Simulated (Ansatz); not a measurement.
Calculated with Ansatz (gas phase, PBE0-D4/def2-TZVP geometries, no zero-point term in ΔE). CBS: MP2 limit from def2 TZ/QZ plus the TZ coupled-cluster correction, frozen cores. This one scheme is used for every species. DFT in def2-TZVPP. B3LYP here is the variant with VWN-RPA as its local correlation; programs differ in this. One conformer a species, not always the lowest.

`BBCCCl` + H₂ → `BB` + `CCCl`  (hydrogenolysis of a B–C bond)

`BBCCCl`:

Z-matrix (Å, degrees):
```
C
B 1 1.566
C 1 1.509 2 116.0
H 1 1.099 2 107.6 3 124.3
H 1 1.099 2 107.7 3 -124.4
B 2 1.638 1 130.1 3 -0.2
H 2 1.208 1 115.2 3 179.9
Cl 3 1.790 1 112.3 2 179.9
H 3 1.090 1 111.6 2 60.8
H 3 1.090 1 111.6 2 -61.0
H 6 1.200 2 122.1 1 -91.7
H 6 1.200 2 122.1 1 91.8
```

H₂:

Cartesian coordinates in Å:
```
H 0.052 -0.058 -0.365
H -0.052 0.058 0.365
```

`BB`:

Cartesian coordinates in Å:
```
B -0.402 0.636 -0.311
B 0.401 -0.636 0.312
H -1.571 0.816 -0.108
H 0.140 1.453 -1.004
H 0.945 -0.587 1.381
H 0.487 -1.683 -0.270
```

`CCCl`:

```xyz
8

C     0.468    0.087    0.640
C    -0.537   -0.094   -0.468
Cl    0.241   -0.007   -2.076
H    -0.039    0.028    1.608
H     0.959    1.059    0.567
H     1.234   -0.689    0.605
H    -1.301    0.682   -0.456
H    -1.026   -1.066   -0.419
```

| level | ΔE (kcal/mol) |
| --- | --- |
| B2PLYP | -6.3 |
| PBE0 | -5.6 |
| B3LYP | -7.4 |
| SCS-MP2/def2-TZVPP | -5.7 |

(1) What does CCSD(T)/CBS give? (An estimate is asked.)

Largest T1 diagnostic among the species: 0.012.

## Answers

(1) Ansatz gave: -4.7 kcal/mol. The listed levels differ from it by -1.6, -0.9, -2.7, -1.0 kcal/mol.

The D4 term adds +2.3 kcal/mol with B3LYP and +1.3 kcal/mol with PBE0; it sums over pairs of atoms, weighted by their polarisabilities, and B3LYP, whose exchange is more repulsive, gets the larger term. From PBE to PBE0 (25 % exact exchange), in def2-TZVPP and without D4, ΔE moves by −1.1 kcal/mol.
